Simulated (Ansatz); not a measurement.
Consider the formal exchange of groups at the Si–Si bond: `C[SiH](Cl)[SiH2]O` + GeH₄ → `C[SiH](Cl)[GeH3]` + silanol.

Isolated molecules relaxed with PBE0-D4/def2-TZVP in Ansatz; ΔE leaves out vibrations. CCSD(T)/CBS adds triple-zeta CCSD(T) − MP2 to the extrapolated MP2 energy (def2 sets, frozen cores). Functionals use def2-TZVPP. B3LYP here is the variant with VWN-RPA as its local correlation; programs differ in this. For Ge outer-core shells are correlated without core-valence functions, which leaves a few kJ/mol of doubt a bond. Scalar relativity is left out up to krypton. Each species was taken in one conformer, which may not be the lowest.

`C[SiH](Cl)[SiH2]O`:

Z-matrix (Å, degrees):
```
C
Si 1 1.863
H 1 1.094 2 109.8
H 1 1.092 2 110.7 3 119.8
H 1 1.092 2 110.8 3 -119.6
Cl 2 2.087 1 108.3 3 -177.8
Si 2 2.348 1 114.8 3 68.3
H 2 1.487 1 110.5 3 -61.6
O 7 1.652 2 108.1 1 74.3
H 7 1.491 2 109.2 1 -163.5
H 7 1.485 2 112.6 1 -42.8
H 9 0.960 7 115.8 2 44.3
```

GeH₄:

Z-matrix (Å, degrees):
```
Ge
H 1 1.534
H 1 1.534 2 109.5
H 1 1.534 2 109.5 3 -120.0
H 1 1.534 2 109.5 3 120.0
```

`C[SiH](Cl)[GeH3]`:

Z-matrix (Å, degrees):
```
C
Si 1 1.862
H 1 1.092 2 110.9
H 1 1.092 2 110.5 3 -120.3
H 1 1.094 2 110.0 3 119.9
Cl 2 2.070 1 108.9 3 61.8
Ge 2 2.379 1 112.6 3 -57.7
H 2 1.487 1 110.5 3 178.5
H 7 1.538 2 110.1 1 58.5
H 7 1.540 2 110.3 1 -60.9
H 7 1.536 2 110.8 1 178.9
```

`O[SiH3]`:

Z-matrix (Å, degrees):
```
Si
O 1 1.648
H 1 1.489 2 111.7
H 1 1.489 2 111.7 3 120.9
H 1 1.481 2 105.9 3 -119.6
H 2 0.957 1 117.9 3 -60.5
```

(1) Is it downhill or uphill in electronic energy at CCSD(T)/CBS, and by how much? (An estimate is asked.)

(2) What do these levels give: B2PLYP, B3LYP, CCSD/def2-TZVPP, MP2/def2-QZVPP, MP2/CBS(def2), CCSD/CBS(def2)? (Estimate.)

Largest T1 diagnostic among the species: 0.012.

Answers

(1) The calculation gave: Downhill: ΔE = -5.2 kcal/mol.

(2) Computed: B2PLYP -5.1, B3LYP -4.8, CCSD/def2-TZVPP -5.3, MP2/def2-QZVPP -6.0, MP2/CBS(def2) -6.0, CCSD/CBS(def2) -5.4 kcal/mol.

The D4 term adds +0.7 kcal/mol with B3LYP and +0.4 kcal/mol with PBE0; it sums over pairs of atoms, weighted by their polarisabilities, and B3LYP, whose exchange is more repulsive, gets the larger term.
